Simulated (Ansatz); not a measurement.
Reaction (homolysis of the Br–Ga bond): `[F][Ga]([Cl])[Br]` → Br• + `[F][Ga][Cl]`•

Program: Ansatz. Geometries: PBE0-D4/def2-TZVP. ΔE: electronic, gas phase. CBS: MP2 limit from def2 TZ/QZ plus the TZ coupled-cluster correction, frozen cores. Functionals use def2-TZVPP. B3LYP here is the variant with VWN-RPA as its local correlation; programs differ in this. HSE06 is defined as in plane-wave codes. No spin–orbit coupling; open shells (•) take unrestricted orbitals. Spin–orbit coupling would lower the free atoms: clearly for Br. For Br, Ga outer-core shells are correlated without core-valence functions, so the limit isn't a true one: a few kJ/mol of doubt a bond, and 10 to 20 or more in all where bonds break to atoms. Scalar relativity is left out up to krypton.

`[F][Ga]([Cl])[Br]`:

Cartesian coordinates in Å:
```
F -0.591 1.605 0.603
Ga -0.023 0.062 0.050
Cl 0.487 -1.369 1.510
Br 0.127 -0.299 -2.162
```

`[F][Ga][Cl]`•:

Cartesian coordinates in Å:
```
F 1.015 -0.762 1.031
Ga 0.528 0.093 -0.426
Cl -1.543 0.669 -0.605
```

```csv
level,ΔE (kJ/mol),difference from CCSD(T)/CBS
LDA (SPW92),417.5,26.1
PBE-D4,364.5,-26.9
revPBE-D4,349.8,-41.6
BLYP-D4,341.4,-50.0
r2SCAN-D4,370.2,-21.2
B97M-V,370.2,-21.2
PBE0-D4,369.0,-22.4
B3LYP-D4,352.0,-39.4
r2SCANh-D4,369.2,-22.2
HSE06-D4,369.2,-22.2
BHLYP-D4,356.3,-35.1
CAM-B3LYP-D4,357.6,-33.8
ωB97X-V,375.5,-15.9
ωB97M-V,365.0,-26.4
B2PLYP,360.4,-31.0
PBE-QIDH,381.2,-10.2
PBE,358.3,-33.1
revPBE,337.5,-53.9
BLYP,328.8,-62.6
r2SCAN,368.8,-22.6
B3LYP,341.8,-49.6
r2SCAN0,366.2,-25.2
HSE06,363.9,-27.5
BHLYP,346.0,-45.4
CAM-B3LYP,351.7,-39.7
LC-ωPBE,360.5,-30.9
RPA@PBE/def2-TZVPP,335.7,-55.7
MP2/def2-SVP,378.7,-12.7
CCSD/def2-SVP,358.5,-32.9
CCSD(T)/def2-SVP,363.7,-27.7
HF/def2-TZVPP,277.4,-114.0
MP2/def2-TZVPP,391.1,-0.3
SCS-MP2/def2-TZVPP,379.8,-11.6
CCSD/def2-TZVPP,366.5,-24.9
HF/def2-QZVPP,275.3,-116.1
MP2/def2-QZVPP,399.9,8.5
SCS-MP2/def2-QZVPP,388.7,-2.7
HF/CBS(def2),275.0,-116.4
MP2/CBS(def2),407.7,16.3
CCSD/CBS(def2),383.1,-8.3
CCSD(T)/CBS,391.4,0
```

Largest T1 diagnostic among the species: 0.016.

Leaving LDA and LC-ωPBE aside and taking each functional with its dispersion term where it has one, the values spread over 39.8 kJ/mol, from BLYP-D4 to PBE-QIDH. LDA lies +59.2 kJ/mol from PBE without D4, its usual overbinding. In def2-TZVPP, CCSD(T) changes the Hartree–Fock value by +97.4 kJ/mol (the triples alone add +8.3 kJ/mol) and MP2 by +113.7 kJ/mol; breaking electron pairs costs correlation energy, which Hartree–Fock lacks.

CCSD(T)/CBS has its own doubt, a few kJ/mol and more with outer-core shells, so smaller differences from it don't rank the levels.
